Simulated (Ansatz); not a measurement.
System: CH₅OSi, charge 0, doublet. CH5OSi (SMILES [CH2]O[SiH3], doublet).
B3LYP-D3(BJ)/def2-TZVP minimum from Ansatz (an electronic-structure program):
```xyz
8

Si     0.9854    -0.1638     0.1729
O     -0.4835     0.0664    -0.5694
C     -1.6477     0.3267     0.0772
H      1.8988    -0.6374    -0.8827
H      1.4729     1.1052     0.7595
H      0.8488    -1.1727     1.2506
H     -2.4991     0.5079    -0.5608
H     -1.7624    -0.0010     1.1038
```
Charge 0, spin multiplicity 2.

Atomisation energy term by term, kcal/mol (programs: Ansatz). Radicals and triplets start from unrestricted determinants; spin-orbit coupling is neglected. Correlated methods leave the cores frozen. Rows without X2C or -DK are non-relativistic. CBS(X,Y): correlation extrapolated as X^-3, Hartree-Fock from the larger set. A bracket is a step between two methods taken in the basis named. '+ core + X2C': CCSD(T) terms for core correlation (cc-pwCVTZ, 1s frozen past Ne) and scalar relativity (cc-pVTZ-DK). Where a partner has so few electrons that a lower coupled-cluster level is exact, that level stands in.

| term | basis | kcal/mol |
|---|---|---|
| Hartree-Fock | cc-pV(Q+d)Z | 476.59 |
| CCSD correlation | CBS(cc-pV(T+d)Z,cc-pV(Q+d)Z) | 155.63 |
| (T) | CBS(cc-pV(T+d)Z,cc-pV(Q+d)Z) | 7.98 |
| CCSDT(Q) - CCSD(T) | cc-pV(D+d)Z | 0.50 |
| core correlation | cc-pwCVTZ | 1.14 |
| scalar relativity | X2C, cc-pVTZ-DK | -1.19 |
| sum: De |  | 640.7 |
